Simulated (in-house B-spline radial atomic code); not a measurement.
Configurations of neutral technetium, with energies counted from [Kr] 4d5 5s2. Level of theory: scalar-relativistic (X2C) revTPSS, spin-polarised, spherical fractional occupations, Fermi nucleus of rms radius 4.41117 fm; calculated with a B-spline radial code for spherical atoms. Shells without spins written out take the highest spin.

Occupations are held fixed; configurations that lie above the ionisation limit could autoionise.

| configuration | E - E(ref) (eV) | highest orbital | its <r> (bohr) |
| --- | --- | --- | --- |
| [Kr] 4d5 5s1 6d1 | 5.6817 | 6d up | 19.02 |
| [Kr] 4d(5 up, 0 down) 5s(0 up, 1 down) 6p(1 up, 0 down) | 6.6137 | 6p up | 11.01 |
| [Kr] 4d(2 up, 3 down) 5s(1 up, 0 down) 5d(1 up, 0 down) | 10.625 | 5d up | 10.15 |
| [Kr] 4d4 4f1 5s2 | 11.937 | 4f up | 16.76 |
| [Kr] 4d4 5s2 6f1 | 12.409 | 6f up | 42.39 |
| [Ar] 3d10 4s2 4p5 4d5 5s2 6p1 | 47.031 | 6p up | 10.42 |
| [Ar] 3d9 4s2 4p6 4d5 5s2 6p1 | 262.64 | 6p up | 10.39 |

Order these further configurations by energy, lowest first.
A. [Ar] 3d10 4s2 4p(3 up, 2 down) 4d(3 up, 3 down) 5s2
B. [Ar] 3d10 4s2 4p5 4d5 5s2 5p1
C. [Ar] 3d9 4s2 4p6 4d5 5s2 5p1
D. [Ar] 3d10 4s2 4p5 4d6 5s2
E. [Ar] 3d(4 up, 5 down) 4s2 4p6 4d(5 up, 0 down) 4f(1 up, 0 down) 5s2

D (39.178 eV), B (43.52 eV), A (43.531 eV), C (259.14 eV), E (264.44 eV).

How far above the reference does [Kr] 4d4 5s2 6s1 lie?

10.256 eV; its least bound orbital is 6s up with <r> = 8.273 bohr.

How far above the reference does [Kr] 4d5 4f1 5s1 lie?

5.7705 eV; its least bound orbital is 4f up with <r> = 16.84 bohr.
